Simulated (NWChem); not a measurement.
System: SiH$_{2}$S$_{2}$, singlet; SMILES S[Si]S

NWChem input:

```
start job
memory heap 200 mb stack 900 mb global 1100 mb
geometry units angstroms noautosym nocenter noautoz
  Si    -1.018948     0.012283     0.001090
  S      0.363004     1.667291    -0.000989
  H      1.554123     1.021062    -0.000940
  S      0.431897    -1.581797     0.001963
  H     -0.477070    -2.583415     0.003403
end
basis spherical
  * library def2-svp
end
dft
  xc pbe0
  iterations 150
end
cosmo
  do_cosmo_smd true
  solvent water
end
task dft energy
```

Excerpt of the output:

```
             Northwest Computational Chemistry Package (NWChem) 7.3.0
             --------------------------------------------------------

                             Geometry "geometry" -> ""
                             -------------------------

 Output coordinates in angstroms (scale by  1.889725989 to convert to a.u.)

  No.       Tag          Charge          X              Y              Z
 ---- ---------------- ---------- -------------- -------------- --------------
    1 Si                  14.0000    -1.01894800     0.01228300     0.00109000
    2 S                   16.0000     0.36300400     1.66729100    -0.00098900
    3 H                    1.0000     1.55412300     1.02106200    -0.00094000
    4 S                   16.0000     0.43189700    -1.58179700     0.00196300
    5 H                    1.0000    -0.47707000    -2.58341500     0.00340300

 Effective nuclear repulsion energy (a.u.)     174.7059753292

                                 NWChem DFT Module
                                 -----------------

 Summary of "ao basis" -> "ao basis" (spherical)
 ------------------------------------------------------------------------------
       Tag                 Description            Shells   Functions and Types
 ---------------- ------------------------------  ------  ---------------------
 Si                         def2-svp                 8       18   4s3p1d
 S                          def2-svp                 8       18   4s3p1d
 H                          def2-svp                 3        5   2s1p

 in cosmo_initialize ...
 calling solv_data for solv:h2o

 solvent parameters
 solvname_short: h2o
 solvname_long:  water
 dielec:       78.4000
 dielecinf:     1.7769
 aqueous SMD model solvent descriptors
 dielec:       78.4000
 sola:          0.8200

          ---------------
          -cosmo- solvent
          ---------------
 Cosmo: York-Karplus, doi: 10.1021/jp992097l
 dielectric constant -eps-     =  78.40
 screen = (eps-1)/(eps    )    =   0.98724
 surface charge correction     = lagrangian

   van der Waals surface
 --------------------------

[...]

                                COSMO-SMD solvation results
                                ---------------------------

             internal energy in gas <Psi(g)|H|Psi(g)> =     -1086.366942753499
         internal energy in solvent <Psi(s)|H|Psi(s)> =     -1086.366332479478
                               delta internal energy  =         0.000610274021 (    0.38 kcal/mol)
   total free energy in solvent <Psi(s)|H+V/2|Psi(s)> =     -1086.371751419510
 polarization energy contribution <Psi(s)|V/2|Psi(s)> =        -0.005418940032 (   -3.40 kcal/mol)
    total free energy in solvent including G(SMD-CDS) =     -1086.370754982725
                       G(SMD-CDS) energy contribution =         0.000996436785 (    0.63 kcal/mol)
     1 M fixed-concentration free energy of solvation =        -0.003812229226 (   -2.39 kcal/mol)

                       DFT Final Molecular Orbital Analysis
                       ------------------------------------

 Vector   22  Occ=2.000000D+00  E=-3.181552D-01
              MO Center=  1.4D-01, -3.3D-02,  6.6D-04, r^2= 3.7D+00
   Bfn.  Coefficient  Atom+Function         Bfn.  Coefficient  Atom+Function
  ----- ------------  ---------------      ----- ------------  ---------------
    54      0.397738  4 S  pz                31      0.377531  2 S  pz
    51      0.283250  4 S  pz                28      0.270128  2 S  pz
    13      0.212418  1 Si pz                10      0.170691  1 Si pz
    48      0.163354  4 S  pz                25      0.155739  2 S  pz
     7     -0.095691  1 Si pz                17     -0.053077  1 Si d  1

 Vector   23  Occ=2.000000D+00  E=-2.770435D-01
              MO Center=  3.6D-01,  8.8D-02,  4.5D-04, r^2= 4.0D+00
   Bfn.  Coefficient  Atom+Function         Bfn.  Coefficient  Atom+Function
  ----- ------------  ---------------      ----- ------------  ---------------
    31      0.485594  2 S  pz                54     -0.468557  4 S  pz
    28      0.326787  2 S  pz                51     -0.316166  4 S  pz
    25      0.187725  2 S  pz                48     -0.181347  4 S  pz
    15      0.061158  1 Si d -1

 Vector   24  Occ=2.000000D+00  E=-2.584195D-01
              MO Center= -9.2D-01, -1.3D-01,  1.2D-03, r^2= 3.5D+00
   Bfn.  Coefficient  Atom+Function         Bfn.  Coefficient  Atom+Function
  ----- ------------  ---------------      ----- ------------  ---------------
     3      0.406429  1 Si s                  4      0.387296  1 Si s
    11     -0.302440  1 Si px                 8     -0.291248  1 Si px
    52      0.267904  4 S  px                 2      0.238710  1 Si s
    49      0.197486  4 S  px                30      0.190488  2 S  py
    53     -0.170937  4 S  py                 5      0.158266  1 Si px

 Vector   25  Occ=0.000000D+00  E=-7.518124D-02
              MO Center= -7.7D-01,  1.5D-02,  9.7D-04, r^2= 3.4D+00
   Bfn.  Coefficient  Atom+Function         Bfn.  Coefficient  Atom+Function
  ----- ------------  ---------------      ----- ------------  ---------------
    13      0.716206  1 Si pz                10      0.397112  1 Si pz
    31     -0.331290  2 S  pz                54     -0.331537  4 S  pz
     7     -0.207381  1 Si pz                28     -0.165081  2 S  pz
    51     -0.165177  4 S  pz                25     -0.094593  2 S  pz
    48     -0.094614  4 S  pz                35      0.038602  2 S  d  1

[...]
```

Level: PBE0/def2-SVP, SMD on the gas-phase geometry. Low-valent species are run as closed-shell singlets; no triplet was tried in these runs. Coordinates come from a PBE0/def2-SVP optimisation. Solvent: water.
